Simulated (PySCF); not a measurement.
C3H7FSi, SMILES F[C@H]1C[C@@H]1[SiH3].

Geometry: B3LYP-D3(BJ)/def2-SVP. The structure was generated by enumeration; whether it is a known compound was not checked.

Computed with TDA-M06-2X/def2-SVPD run with PySCF.

Vertical excitations. Gas-phase values at a fixed geometry.

Computed UV-visible absorptions:
| state | energy (eV) | λ (nm) | f | main pairs |
|---|---|---|---|---|
| S1 | 7.85 | 158 | 0.012 | HOMO→LUMO 64 %, HOMO→LUMO+1 27 % |
| S2 | 8.07 | 154 | 0.008 | HOMO−1→LUMO 69 %, HOMO−1→LUMO+1 20 % |
| S3 | 8.10 | 153 | 0.006 | HOMO→LUMO+3 39 %, HOMO→LUMO 18 %, HOMO→LUMO+2 14 %, HOMO→LUMO+1 11 % |
| S4 | 8.30 | 149 | 0.002 | HOMO→LUMO+2 73 %, HOMO→LUMO+3 11 % |
| S5 | 8.43 | 147 | 0.005 | HOMO−1→LUMO+1 31 %, HOMO−1→LUMO+3 29 %, HOMO−1→LUMO+2 10 %, HOMO−1→LUMO 9 % |
| S6 | 8.55 | 145 | 0.015 | HOMO−1→LUMO+2 19 %, HOMO→LUMO+3 18 %, HOMO−1→LUMO+3 17 %, HOMO→LUMO+5 10 % |
| S7 | 8.64 | 143 | 0.133 | HOMO−1→LUMO+2 26 %, HOMO→LUMO+3 11 %, HOMO→LUMO+5 10 %, HOMO−1→LUMO+3 10 % |
| S8 | 8.71 | 142 | 0.061 | HOMO−1→LUMO+2 18 %, HOMO−1→LUMO+3 16 %, HOMO−1→LUMO+4 12 %, HOMO−1→LUMO+1 10 % |
| S9 | 8.77 | 141 | 0.031 | HOMO→LUMO+4 36 %, HOMO→LUMO+1 20 %, HOMO→LUMO+3 6 %, HOMO−1→LUMO+2 5 % |
| S10 | 8.87 | 140 | 0.028 | HOMO→LUMO+5 24 %, HOMO−1→LUMO+4 20 %, HOMO−1→LUMO+5 12 %, HOMO−1→LUMO+1 10 % |
| T1 | 7.66 | 162 | 0 | HOMO→LUMO 52 %, HOMO→LUMO+1 34 % |
| T2 | 7.86 | 158 | 0 | HOMO−1→LUMO 55 %, HOMO−1→LUMO+1 24 % |
| T3 | 7.91 | 157 | 0 | HOMO→LUMO+3 36 %, HOMO→LUMO+5 16 %, HOMO→LUMO 12 %, HOMO→LUMO+1 10 % |
| T4 | 8.05 | 154 | 0 | HOMO→LUMO+2 64 %, HOMO→LUMO+8 12 % |
Triplets are in the Tamm–Dancoff approximation.
